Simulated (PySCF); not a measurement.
Ti(Cl)2(OH) (Cl₂HOTi), SMILES [OH][Ti]([Cl])[Cl] (connectivity only; charge and spin as stated), neutral, multiplicity 2.

Geometry: PBE0-D3(BJ)/def2-SVP. The multiplicity is an assumed one; other spin states were not compared. The isomer is the one that the SMILES or the coordinates give; other isomers of the formula were not compared. Other conformers were not sampled.

All values below come from PBE0-D3(BJ)/def2-SVP (PySCF 2.14.0).

Frequencies are harmonic and unscaled.

Computed normal modes with their intensities:
```json
[
 {"mode": "1", "ν (cm⁻¹)": "86", "IR (km/mol)": "1.9", "moving atoms (share of kinetic energy)": "Ti 56 %, Cl 16 %, H 14 %, O 14 %"},
 {"mode": "2", "ν (cm⁻¹)": "105", "IR (km/mol)": "3.6", "moving atoms (share of kinetic energy)": "Cl 71 %, Ti 20 %, O 8 %"},
 {"mode": "3", "ν (cm⁻¹)": "139", "IR (km/mol)": "45.1", "moving atoms (share of kinetic energy)": "H 49 %, O 26 %, Cl 20 %"},
 {"mode": "4", "ν (cm⁻¹)": "186", "IR (km/mol)": "145.5", "moving atoms (share of kinetic energy)": "H 47 %, O 44 %"},
 {"mode": "5", "ν (cm⁻¹)": "355", "IR (km/mol)": "178.5", "moving atoms (share of kinetic energy)": "H 78 %, O 18 %"},
 {"mode": "6", "ν (cm⁻¹)": "389", "IR (km/mol)": "25.5", "moving atoms (share of kinetic energy)": "Cl 77 %, Ti 15 %"},
 {"mode": "7", "ν (cm⁻¹)": "493", "IR (km/mol)": "158.1", "moving atoms (share of kinetic energy)": "Ti 57 %, Cl 43 %"},
 {"mode": "8", "ν (cm⁻¹)": "851", "IR (km/mol)": "204.7", "moving atoms (share of kinetic energy)": "O 67 %, Ti 29 %"},
 {"mode": "9", "ν (cm⁻¹)": "3976", "IR (km/mol)": "408.9", "moving atoms (share of kinetic energy)": "H 94 %"}
]
```
